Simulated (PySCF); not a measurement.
## Cadmium: a sound run and one with changed settings

Sound run: Cd [Kr] 4d10 5s2, Cd⁺ [Kr] 4d10 5s1. Computed with PySCF 2.14 in aug-cc-pVDZ-PP with ECP28MDF, with scalar relativity through the core potential. In the sound run the correlated levels freeze 4s2 4p6 outside the core potential. The sound run starts from symmetry-adapted Hartree-Fock orbitals and uses a fine grid where one is needed.

Changed run: a valence shell is frozen. This setting is unsound on purpose.

| species | method | sound run (hartree) | changed run (hartree) | converged |
| --- | --- | --- | --- | --- |
| Cd | MP2 | -167.22255 | -166.85841 | yes |

Ionisation energy of Cd:

```csv
method,sound run (eV),changed run (eV)
UHF,7.401,7.401
MP2,8.871,7.960
SCS-MP2,8.847,8.072
```

Freezing a valence shell removes pair correlation that changes on ionisation.

For comparison, NIST gives 8.994 eV between the lowest levels.
